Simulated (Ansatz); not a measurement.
`[OH][InH][F]` + `[SiH3][O][In]([Cl])[O][SiH3]` → `[OH][InH][Cl]` + `[F][In]([O][SiH3])[O][SiH3]`  (redistribution)

Gas-phase electronic energies from Ansatz, PBE0-D4/def2-TZVP geometries. CCSD(T)/CBS adds triple-zeta CCSD(T) − MP2 to the extrapolated MP2 energy (def2 sets, frozen cores). Functionals use def2-TZVPP. B3LYP here is the variant with VWN-RPA as its local correlation; programs differ in this. def2 core potentials past Kr. For In outer-core shells are correlated without core-valence functions, which leaves a few kJ/mol of doubt a bond. One conformer a species, not always the lowest.

Is it downhill or uphill in electronic energy at CCSD(T)/CBS, and by how much? (An estimate is asked.)

The calculation gave: Nearly level: ΔE = +0.02 eV.

What do these levels give: r2SCAN-D4, ωB97X-V, ωB97M-V, r2SCAN, PBE0, B3LYP, HF/def2-TZVPP, CCSD/def2-TZVPP, CCSD(T)/def2-TZVPP, MP2/def2-QZVPP, SCS-MP2/def2-QZVPP, CCSD/CBS(def2)? (An estimate is asked.)

Computed: r2SCAN-D4 0.01, ωB97X-V 0.00, ωB97M-V 0.01, r2SCAN 0.01, PBE0 0.02, B3LYP 0.04, HF/def2-TZVPP 0.03, CCSD/def2-TZVPP 0.02, CCSD(T)/def2-TZVPP 0.02, MP2/def2-QZVPP 0.02, SCS-MP2/def2-QZVPP 0.02, CCSD/CBS(def2) 0.02 eV.

Largest T1 diagnostic among the species: 0.017.
